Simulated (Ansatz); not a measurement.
CH5Ge (SMILES [CH2][GeH3]) moved off its minimum; all values from Ansatz (a program for electronic structure), cores frozen in correlated methods. Open shells are unrestricted.
(charge 0, multiplicity 2)
```xyz
7

C      1.55140    -0.07312     0.00773
Ge    -0.26081     0.12072     0.03039
H      2.26555     0.76964    -0.08309
H      1.93390    -1.05724     0.09823
H     -1.02139    -0.49306     1.25871
H     -0.72803     1.57200    -0.35899
H     -0.80456    -0.73727    -0.97054
```

| level | largest force (eV/Å) | on atom | rms difference from CCSD(T)/cc-pVTZ (eV/Å) | dipole (D) |
|---|---|---|---|---|
| HF/def2-TZVPP | 3.30 | Ge2 | 0.154 | 1.01 |
| PBE/def2-TZVPP | 2.78 | Ge2 | 0.199 | 0.73 |
| r2SCAN/def2-TZVPP | 2.80 | Ge2 | 0.174 | 0.81 |
| B3LYP/def2-TZVPP | 2.90 | Ge2 | 0.109 | 0.80 |
| wB97M-V/def2-TZVPP | 2.93 | Ge2 | 0.142 | 0.83 |
| MP2/cc-pVTZ | 3.22 | Ge2 | 0.072 | 0.93 |
| CCSD(T)/cc-pVTZ | 3.17 | Ge2 | 0.000 | 0.88 |

The differences count from one level among others, with limits of its own. Forces at CCSD(T)/cc-pVTZ (eV/Å):

```json
[
 {"atom": "C1", "Fx": "2.471", "Fy": "1.215", "Fz": "0.122"},
 {"atom": "Ge2", "Fx": "-2.271", "Fy": "1.760", "Fz": "1.351"},
 {"atom": "H3", "Fx": "-0.424", "Fy": "-0.798", "Fz": "0.084"},
 {"atom": "H4", "Fx": "0.694", "Fy": "-0.711", "Fz": "0.044"},
 {"atom": "H5", "Fx": "0.355", "Fy": "0.488", "Fz": "0.144"},
 {"atom": "H6", "Fx": "0.160", "Fy": "-0.347", "Fz": "0.420"},
 {"atom": "H7", "Fx": "-0.986", "Fy": "-1.607", "Fz": "-2.164"}
]
```
